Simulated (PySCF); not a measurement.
C4H7Cl, SMILES C[C@@H]1C[C@H]1Cl. Atoms are numbered in the order given.

```xyz
12

C      2.3140     0.4942    -0.1689
C      1.0346    -0.2781     0.0538
C      0.2370    -0.8354    -1.1065
C     -0.2884     0.3248    -0.3134
Cl    -1.6924     0.0995     0.7534
H      2.5255     1.1690     0.6763
H      2.2555     1.1072    -1.0827
H      3.1731    -0.1874    -0.2813
H      1.0132    -0.8928     0.9600
H      0.5818    -0.6355    -2.1261
H     -0.2582    -1.7999    -0.9704
H     -0.3027     1.3159    -0.7740
```
Charge 0, spin multiplicity 1.

Coordinates come from a B3LYP-D3(BJ)/def2-SVP optimisation.

Two levels are set side by side: PBE/pcSseg-1 (PySCF) and B3LYP/pcSseg-1 (PySCF). GIAO shifts against HCl (³⁵Cl), TMS (¹H), TMS (¹³C) at the same level; non-relativistic, no solvent, atoms listed together averaged. Without spin–orbit terms, shifts of atoms bonded to Cl or Br come out too high at both levels. Differences are taken from unrounded values.

| quantity | B3LYP | PBE | PBE minus B3LYP |
|---|---|---|---|
| δ(¹³C) of C1 (ppm) | 21.8 | 21.9 | 0.0 |
| δ(¹³C) of C2 (ppm) | 23.0 | 23.8 | 0.8 |
| δ(¹³C) of C3 (ppm) | 21.5 | 22.1 | 0.6 |
| δ(¹³C) of C4 (ppm) | 46.0 | 47.4 | 1.4 |
| δ(³⁵Cl) of Cl5 (ppm) | 149.0 | 165.5 | 16.5 |
| δ(¹H) of H9 (ppm) | 1.15 | 1.18 | 0.03 |
| δ(¹H) of H12 (ppm) | 2.71 | 2.77 | 0.06 |

Rough cost on one machine, each run with all the roots and properties that it gave: B3LYP against PBE within a factor of 2.
